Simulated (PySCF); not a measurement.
BrH3MgSi. Atoms are numbered in the order given.

```xyz
6

Mg     0.0000     0.0000     0.5759
Br     0.0000     0.0000    -1.7738
Si     0.0000     0.0000     3.1456
H      1.1925    -0.6885     3.7112
H     -1.1925    -0.6885     3.7112
H      0.0000     1.3770     3.7112
```
Charge 0, spin multiplicity 1.

Coordinates come from a TPSSh-D3(BJ)/def2-TZVP optimisation.

Level of theory: CAM-B3LYP/def2-TZVPD (PySCF).

**Question.** Estimate the frontier levels, gap, dipole moment and polarisability. (The exact figures need the calculation; the answer reports its results.)

**Answer.** 
```
Property                                                                                                        Result
---------------------------------------------------------------------------------------------  -----------------------
highest occupied level                                                                                        -8.71 eV
lowest empty level                                                                                            -0.60 eV
orbital gap                                                                                                    8.11 eV
dipole moment                                                                                                   1.50 D
quadrupole, principal values (traceless, Buckingham form, about the centre of nuclear charge)   -14.34, 7.17, 7.17 D·Å
mean static polarisability                                                                       85.8 bohr³ (12.71 Å³)
polarisability, principal values                                                               71.0, 71.0, 115.3 bohr³
```
